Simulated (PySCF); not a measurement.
Dipole response of Hf (hafnium, neutral)

[Xe] 4f14 5d2 6s2, high-spin 3F determinant. All numbers are calculated (PySCF 2.14, the spin-free X2C one-electron Hamiltonian (Gaussian nucleus), in ANO-RCC-VTZP). Coupled (time-dependent) response in atomic units; α is the mean over directions. The basis has no added diffuse functions, which lowers α and C₆.

```tsv
method	mean α (bohr³)	C₆ (like pair)	S(−4)
UHF	91.87	1251	3062
```

S(−4) is the Cauchy moment in α(ω) = α(0) + S(−4) ω² + …

Reference α: 103 ± 6 bohr³ (recommended; Schwerdtfeger and Nagle, table of static dipole polarizabilities (2023 update)). Published C₆: 1040 (Gould and Bucko (2016)).

Spin-orbit coupling is absent.

α(iu) at UHF:

```json
{"u (hartree)": "0", "α(iu) (bohr³)": "91.87"}
{"u (hartree)": "0.0500", "α(iu) (bohr³)": "85.08"}
{"u (hartree)": "0.100", "α(iu) (bohr³)": "70.37"}
{"u (hartree)": "0.200", "α(iu) (bohr³)": "43.18"}
{"u (hartree)": "0.300", "α(iu) (bohr³)": "27.82"}
{"u (hartree)": "0.500", "α(iu) (bohr³)": "15.00"}
{"u (hartree)": "0.750", "α(iu) (bohr³)": "9.308"}
{"u (hartree)": "1.00", "α(iu) (bohr³)": "6.681"}
{"u (hartree)": "1.50", "α(iu) (bohr³)": "4.118"}
{"u (hartree)": "2.00", "α(iu) (bohr³)": "2.850"}
{"u (hartree)": "3.00", "α(iu) (bohr³)": "1.641"}
{"u (hartree)": "5.00", "α(iu) (bohr³)": "0.7879"}
```

A single London oscillator, α(iu) = α/(1 + u²/ω²), gives C₆ = (3/4) ω α². Matching the computed C₆ needs ω = 4 × 1251 / (3 × 91.87²) = 0.198 hartree.

Spin-orbit coupling, absent here, splits the open shell strongly.
